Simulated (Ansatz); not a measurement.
```yaml
crystal:
  periodic: [false, false, false]
  atoms:
    - {symbol: Si, position_ang: [0.642982, -1.022481, -0.317391]}
    - {symbol: Ge, position_ang: [-1.883183, -1.272063, 0.097133]}
    - {symbol: Ge, position_ang: [1.330759, 1.211025, -1.391522]}
    - {symbol: Ge, position_ang: [-0.948194, -0.012326, -2.067542]}
    - {symbol: Ge, position_ang: [-0.181962, -0.827454, 2.110957]}
    - {symbol: Ge, position_ang: [1.804316, 0.707234, 1.190905]}
    - {symbol: Ge, position_ang: [-0.764718, 1.216066, 0.377460]}
basis:
  gaussian: {orbitals: def2-TZVPD}
total_charge: -1
magnetization: {spin_polarized: true, initial_magnetization: 1}
hamiltonian: {xc: pbe0, dispersion: d4}
scf: {omitted_lower_state_checks: [starts]}
output: {orbitals: {seedname: orbitals}}
```

```sh
$ ansatz run in.yaml --threads 4 --pin off --events-out ev --progress --plain --max-ram 4787MiB
```

Q: Does this run fit into the memory that it is given?

A: No. It has 367 basis functions, and Ansatz plans for 7 GiB where 5 GiB are given.
